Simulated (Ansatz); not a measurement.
C2H7Al, charge +1, doublet, at a GFN2-xTB geometry (such geometries of metal compounds can be far from the true shape) (a state made from the parent by changing its charge; the spin is typed, not shown lowest). Base run: PBE/aug-cc-pVDZ in Ansatz (a program for electronic structure).

The Ansatz input:
Ansatz 0.2 input:
```yaml
crystal:
  periodic: [false, false, false]
  atoms:
    - {symbol: Al, position_ang: [0.21245422, -0.05862416, -0.17834376]}
    - {symbol: C, position_ang: [-0.47701543, -1.82207545, 0.47936475]}
    - {symbol: H, position_ang: [0.14271414, -2.58097180, -0.02812227]}
    - {symbol: H, position_ang: [-1.53135447, -1.97330328, 0.21413471]}
    - {symbol: H, position_ang: [-0.36344163, -1.92419206, 1.56641333]}
    - {symbol: C, position_ang: [0.05422794, 1.93877437, -0.12417154]}
    - {symbol: H, position_ang: [0.87129886, 2.30998632, -0.76612119]}
    - {symbol: H, position_ang: [0.17831252, 2.33333941, 0.89258143]}
    - {symbol: H, position_ang: [-0.90900968, 2.27988746, -0.52519064]}
    - {symbol: H, position_ang: [1.38630040, -0.38282564, -1.16638584]}
basis:
  gaussian:
    orbitals: aug-cc-pVDZ
hamiltonian:
  xc: pbe
total_charge: 1
magnetization: {spin_polarized: true, initial_magnetization: 1}
```

The base run was repeated with changes; each row names its change, and settings that it needs were set with it.

| change | ΔE vs base (kcal/mol) |
|---|---|
| base | 0.000 |
| point_charge = charge:1.0 position_ang:-4.5123, 2.7306, -1.9647 | 56.23 |
| lower_state_search = full | 0.000 |
| final_grid = 6, 12, 29 | 0.011 |
| lower_state_search = off | 0.000 |
| lower_state_search = light | 0.000 |
| point_charge = charge:0.5 position_ang:2.323, 4.5627, -2.2121 | 29.96 |
| nuclear_model = gaussian | 0.083 |
| fitting.mean_field = def2-universal-JKFIT | -0.051 |
| point_charge = charge:-1.0 position_ang:2.2887, 2.4788, -4.4179 | -62.70 |
| final_grid = 14, 28, 59 | 0.000 |
